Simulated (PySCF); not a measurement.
SMILES [F][GeH]([F])[F] (HF3Ge) at its PBE0/def2-SVP optimised geometry (Å):

```
5

Ge    -0.4341    -0.7927     0.0000
F     -1.0861    -1.5864    -1.3704
F     -1.0861    -1.5859     1.3708
F     -1.0827     0.7927     0.0000
H      1.0827    -0.7927     0.0000
```

Level of theory: PBE0/def2-TZVP in PySCF. Cells within 0.4 Å of a nucleus heavier than hydrogen are left out (blank, or x).

Map of the electrostatic potential (hartree/e), clipped to [-0.08, 0.12] on the plane z = 0.0 Å:

```
|1111111111111111111222222222222|
|1111111111111111111222222222222|
|1111111100111111111222222222222|
|1111100000000111112222222222222|
|1110000000000011112222222222222|
|1100000000000001112222222222222|
|1100000000000001112222222222222|
|1000000000110001122222222222222|
|1000000025764111122333333332222|
|1000000289999622223333333333322|
|1000000599x99953334443333333332|
|110000199xxx9995555444433333333|
|110000299xxxx999876554444333333|
|1111112899xx9999998765544433333|
|1111123699999999999976654443333|
|1112234799999999999999765443333|
|1122346999999999999999976544333|
|1122357999999xx9999999996544333|
|112235899999xxx9999999997544333|
|112235899999xxx9999999997544333|
|1122357999999x99999999996544333|
|1122346999999999999999975544333|
|1112234799999999999998765443333|
|1111223579999999999976554443333|
|1111122357999999999765544433333|
|1111112234689999987655444333333|
|1111111223456777766554443333333|
|1111111122334555555444433333332|
|1111111112233344444443333333322|
|1111111111222333333333333333222|
|1111111111122233333333333322222|
```
Scale: ten equal steps from -0.029 (start of '0') to 0.120 (end of '9'), in the order '0123456789'; x runs from -3.50 to 3.50, y from -3.50 (bottom) to 3.50 (top).
